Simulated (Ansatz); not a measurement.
Consider the substitution at a C–Si bond: `CO[Si]C` + `FB(S)Cl` → `CSB(F)Cl` + `CO[SiH]`.

Program: Ansatz. Geometries: PBE0-D4/def2-TZVP. ΔE: electronic, gas phase. CCSD(T)/CBS adds triple-zeta CCSD(T) − MP2 to the extrapolated MP2 energy (def2 sets, frozen cores). DFT in def2-TZVPP. B3LYP here is the variant with VWN-RPA as its local correlation; programs differ in this. Each species was taken in one conformer, which may not be the lowest.

| level | ΔE (kcal/mol) | difference from CCSD(T)/CBS |
| --- | --- | --- |
| PBE-D4 | 11.4 | -0.3 |
| B3LYP-D4 | 11.3 | -0.4 |
| ωB97X-V | 11.2 | -0.5 |
| ωB97M-V | 11.9 | 0.2 |
| BHLYP | 11.2 | -0.5 |
| CAM-B3LYP | 11.5 | -0.2 |
| CCSD/def2-SVP | 11.4 | -0.3 |
| MP2/def2-TZVPP | 11.9 | 0.2 |
| SCS-MP2/def2-TZVPP | 11.0 | -0.7 |
| CCSD(T)/def2-TZVPP | 11.6 | -0.1 |
| CCSD(T)/CBS | 11.7 | 0 |

Largest T1 diagnostic among the species: 0.015.

In def2-TZVPP, CCSD(T) changes the Hartree–Fock value by +1.4 kcal/mol (the triples alone add −0.0 kcal/mol) and MP2 by +1.6 kcal/mol. Leaving LDA and LC-ωPBE aside and taking each functional with its dispersion term where it has one, the values, not all of them listed here, spread over 1.3 kcal/mol, from BLYP-D4 to r2SCANh-D4. LDA lies +1.1 kcal/mol from PBE without D4.
